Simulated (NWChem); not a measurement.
A series in which one site is exchanged, each optimised at PBE0/def2-SVP with NWChem, gas phase unless a solvent is named. All stand in one matching conformer (torsions within 35°), which need not be the lowest. 

A: ClB(N)N (BN₂H₄Cl; site = B)
B: [NH2][Al]([NH2])[Cl] (AlN$_{2}$H$_{4}$Cl; site = Al)
C: [Cl][Ga]([NH2])[NH2] (GaN2H4Cl; site = Ga)

Values for A:

```
Quantity                                             Value
---------------------------------------------------  -----
dipole (D), PBE0/def2-SVP                             2.92
orbital gap (eV), PBE0/def2-SVP                       8.68
highest harmonic frequency (cm⁻¹), PBE0/def2-SVP      3770
static polarisability, PBE0/def2-SVPD (bohr³)         46.1
lowest singlet excitation, PBE0/def2-SVPD, TDA (eV)   6.24
```

How do these values change for the other members?


```
change from A                                            B      C
---------------------------------------------------  -----  -----
dipole (D), PBE0/def2-SVP                            -0.22  -0.06
orbital gap (eV), PBE0/def2-SVP                      -1.50  -1.62
highest harmonic frequency (cm⁻¹), PBE0/def2-SVP       -48    -30
static polarisability, PBE0/def2-SVPD (bohr³)         +8.8  +11.7
lowest singlet excitation, PBE0/def2-SVPD, TDA (eV)  -0.73  -0.86
```
